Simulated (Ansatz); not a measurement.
The pair A = N2 (SMILES N#N) (first 2 atoms), B = GeH4 (SMILES [GeH4]); geometry from B3LYP-D3(BJ)/def2-TZVP.
(charge 0, multiplicity 1):
```xyz
7

N     -0.4404     0.5123     0.1420
N     -0.1151     1.1897    -0.6487
Ge     0.1100    -0.3412     3.6003
H      1.3343     0.2669     2.9004
H      0.4435    -0.5942     5.0789
H     -0.2610    -1.6683     2.9242
H     -1.0714     0.6347     3.5030
```

Correlated levels freeze the cores. Filled d and f shells under p-block atoms count as core. MP2 and its Hartree–Fock in aug-cc-pVQZ are density fitted.

Codes used: Ansatz (a quantum-chemistry and plane-wave program) with Gaussian orbitals. 

The counterpoise-corrected interaction energy is E(AB) − E(A in the pair's basis) − E(B in the pair's basis). Total energies (hartree):

| level | AB | A in the pair's basis | B in the pair's basis |
|---|---|---|---|
| HF/aug-cc-pVTZ | -2186.7034796 | -108.9859760 | -2077.7181782 |
| MP2/aug-cc-pVTZ | -2187.2241523 | -109.3637524 | -2077.8594073 |
| HF/aug-cc-pVQZ | -2186.7142637 | -108.9927526 | -2077.7221847 |
| MP2/aug-cc-pVQZ | -2187.2646665 | -109.3926979 | -2077.8709252 |
| CCSD(T)/aug-cc-pVTZ | -2187.2729571 | -109.3806371 | -2077.8914661 |

**Question.** Work out the counterpoise-corrected interaction energy at the basis-set limit: extrapolate the MP2 correlation part as X⁻³, take Hartree–Fock from the larger set, and add the CCSD(T) − MP2 difference of aug-cc-pVTZ.

**Answer.** 
1. Differences (1 hartree = 627.509 kcal/mol): HF/aug-cc-pVTZ 0.423; MP2/aug-cc-pVTZ -0.623; HF/aug-cc-pVQZ 0.423; MP2/aug-cc-pVQZ -0.655; CCSD(T)/aug-cc-pVTZ -0.536.
2. Correlation parts, MP2 less HF: -1.046 in aug-cc-pVTZ (X = 3), -1.077 in aug-cc-pVQZ (X = 4).
3. Limit (4³·(-1.077) − 3³·(-1.046))/(4³ − 3³) = -1.100; with HF/aug-cc-pVQZ it gives -0.678.
4. CCSD(T) less MP2 in aug-cc-pVTZ: 0.087.
Result: -0.59 kcal/mol, against -0.62 at MP2/aug-cc-pVTZ. It is an estimate of this method's limit, not of the exact value.
